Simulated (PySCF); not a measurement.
**A computed series [M(OH)2]+**

Computed with PySCF 2.14.0, PBE0, def2-SVP on the ligands, density fitting, scalar-relativistic core potentials, no spin-orbit coupling, vacuum. Each member is relaxed from one template within its symmetry. Distances are means of the shortest metal–ligand contacts, charges and spins Mulliken's; removal energies are rigid, with the ligand's formal charge and no counterpoise, so too large; for an anion taken off a cation in vacuum most of it is the attraction of opposite charges, and multiply charged cations can part far more cheaply with an electron moved from ligand to metal. lcecp potentials hold a fixed number of 4f electrons in the core, out of states, spins and gaps.

```tsv
metal	basis on the metal	point group	M–OH (Å)	charge on M (e)	removal of one OH (eV)	strongest infrared band, degenerate modes summed (cm⁻¹)	unstable modes (below −25 cm⁻¹)
La	lcecp-1-SVP with ECP46	C2v	2.066	1.49	16.85	554	0
Sm	lcecp-1-SVP with ECP51	C2v	1.997	1.41	17.38	565	0
Tb	lcecp-1-SVP with ECP54	C2v	1.964	1.40	17.67	3933	0
Er	lcecp-1-SVP with ECP57	C2v	1.933	1.38	17.95	3942	0
Lu	lcecp-1-SVP with ECP60	C2v	1.914	1.35	18.20	–	0
Bi	def2-SVP with ECP60	C2v	2.015	1.36	18.57	3806	0
```

(1) What does the calculation give for Pr, lcecp-1-SVP with ECP48?

One start shape was tried for each, so a minimum needn't be the lowest isomer.

Results:

(1) point group: C2v, M–OH (Å): 2.035, charge on M (e): 1.44, removal of one OH (eV): 17.09, unstable modes (below −25 cm⁻¹): 0.
```xyz
5

Pr    0.0000    0.0000   -0.6509
O     1.6635   -0.0345    0.5212
H     2.3039   -0.0470    1.2412
O    -1.6635    0.0345    0.5212
H    -2.3039    0.0470    1.2412
```
